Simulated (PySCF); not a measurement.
C4H4F2, SMILES C=C(F)/C=C\F.

Geometry optimised at B3LYP-D3(BJ)/def2-SVP. The structure was generated by enumeration; whether it is a known compound was not checked. Other conformers were not sampled.

Two levels are set side by side: TDA-PBE/def2-SVPD (PySCF) and TDA-B3LYP/def2-SVPD (PySCF). Vertical, same geometry. The lowest singlet is HOMO→LUMO+1 100 % with PBE and HOMO→LUMO+1 99 % with the other functional; states are paired by order. Differences are taken from unrounded values.

```json
[
 {"quantity": "lowest singlet excitation (eV)", "TDA-PBE": "5.78"},
 {"quantity": "lowest triplet excitation (TDA) (eV)", "TDA-PBE": "3.11"},
 {"quantity": "first bright state (f over 0.05) (eV)", "TDA-PBE": "5.88"},
 {"quantity": "its oscillator strength", "TDA-PBE": "0.55"}
]
```

Problem. These are the TDA-PBE values. What does TDA-B3LYP give? (Estimate from the structure and the level; the computed values follow.)

Solution. 
```json
[
 {"quantity": "lowest singlet excitation (eV)", "TDA-B3LYP": "6.06", "TDA-PBE minus TDA-B3LYP": "-0.27"},
 {"quantity": "lowest triplet excitation (TDA) (eV)", "TDA-B3LYP": "3.12", "TDA-PBE minus TDA-B3LYP": "-0.02"},
 {"quantity": "first bright state (f over 0.05) (eV)", "TDA-B3LYP": "6.12", "TDA-PBE minus TDA-B3LYP": "-0.24"},
 {"quantity": "its oscillator strength", "TDA-B3LYP": "0.94", "TDA-PBE minus TDA-B3LYP": "-0.39"}
]
```

Functionals without exact exchange tend to place singlet excitations lower, as here. Differences between two approximate levels are no errors against the true value.

Rough cost on one machine, each run with all the roots and properties that it gave: TDA-B3LYP against TDA-PBE about 2 times.
